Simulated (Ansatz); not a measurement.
Computed with Ansatz on PBE0-D4/def2-TZVP structures; ΔE is electronic, products minus reactants. CBS: MP2 limit from def2 TZ/QZ plus the TZ coupled-cluster correction, frozen cores. This one scheme is used for every species. DFT in def2-TZVPP. Each species was taken in one conformer, which may not be the lowest.

`BB(C)CC` + SiH₄ → `CCB(C)[SiH3]` + BH₃  (formal exchange of groups at a B–B bond)

(1) Is it downhill or uphill in electronic energy at CCSD(T)/CBS, and by how much? (An estimate is asked.)

(2) What do these levels give: r2SCAN-D4, ωB97M-V, HF/def2-TZVPP, SCS-MP2/def2-TZVPP, HF/CBS(def2), MP2/CBS(def2)? (Best estimate.)

Largest T1 diagnostic among the species: 0.011.

Answers

(1) Computed: Uphill: ΔE = +13.7 kJ/mol.

(2) Ansatz gave: r2SCAN-D4 20.9, ωB97M-V 18.0, HF/def2-TZVPP 18.7, SCS-MP2/def2-TZVPP 13.0, HF/CBS(def2) 19.1, MP2/CBS(def2) 12.1 kJ/mol.

In def2-TZVPP, CCSD(T) changes the Hartree–Fock value by −5.0 kJ/mol (the triples alone add −1.3 kJ/mol) and MP2 by −6.7 kJ/mol. The D4 term adds −5.7 kJ/mol with B3LYP and −3.3 kJ/mol with PBE0; it sums over pairs of atoms, weighted by their polarisabilities, and B3LYP, whose exchange is more repulsive, gets the larger term.

B3LYP here is the variant with VWN-RPA as its local correlation; programs differ in this.
